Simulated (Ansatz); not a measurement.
Calculated with Ansatz (gas phase, PBE0-D4/def2-TZVP geometries, no zero-point term in ΔE). CCSD(T)/CBS is the MP2 limit (def2-TZVPP, def2-QZVPP) plus CCSD(T) − MP2 in def2-TZVPP, frozen cores. This one scheme is used for every species. DFT in def2-TZVPP. HSE06 is defined as in plane-wave codes. For Ti outer-core shells are correlated without core-valence functions, which leaves a few kJ/mol of doubt a bond. Scalar relativity is left out up to krypton. Each species was taken in one conformer, which may not be the lowest.

Consider the formal hydrolysis of a Ti–Cl bond: `[F][Ti]12345678([Cl])([C@H]9[C@@H]1[C@@H]2[C@@H]3[C@H]94)[C@H]1[C@@H]5[C@@H]6[C@@H]7[C@H]18` + H₂O → `[OH][Ti]12345678([F])([C@H]9[C@@H]1[C@@H]2[C@@H]3[C@H]94)[C@H]1[C@@H]5[C@@H]6[C@@H]7[C@H]18` + HCl.

Question: Is it downhill or uphill in electronic energy at CCSD(T)/CBS, and by how much? (Best estimate.)

Answer: The calculation gave: Uphill: ΔE = +14.9 kcal/mol.

Question: What do these levels give: r2SCAN-D4, PBE0-D4, r2SCAN0-D4, HSE06-D4, ωB97M-V, PBE-QIDH, r2SCANh, CAM-B3LYP, CCSD(T)/def2-SVP, SCS-MP2/def2-TZVPP, MP2/CBS(def2), CCSD/CBS(def2)? (An estimate is asked.)

Answer: Ansatz gave: r2SCAN-D4 11.7, PBE0-D4 13.8, r2SCAN0-D4 13.4, HSE06-D4 13.9, ωB97M-V 12.8, PBE-QIDH 15.9, r2SCANh 12.2, CAM-B3LYP 10.2, CCSD(T)/def2-SVP 11.7, SCS-MP2/def2-TZVPP 16.0, MP2/CBS(def2) 19.8, CCSD/CBS(def2) 13.8 kcal/mol.

Largest T1 diagnostic among the species: 0.019.

The D4 term adds +1.4 kcal/mol with B3LYP and +0.8 kcal/mol with PBE0; it sums over pairs of atoms, weighted by their polarisabilities, and B3LYP, whose exchange is more repulsive, gets the larger term. From r2SCAN to r2SCAN0 (25 % exact exchange), in def2-TZVPP and without D4, ΔE moves by +1.6 kcal/mol. Leaving LDA and LC-ωPBE aside and taking each functional with its dispersion term where it has one, the values, not all of them listed here, spread over 5.2 kcal/mol, from BLYP-D4 to PBE-QIDH.

B3LYP here is the variant with VWN-RPA as its local correlation; programs differ in this.
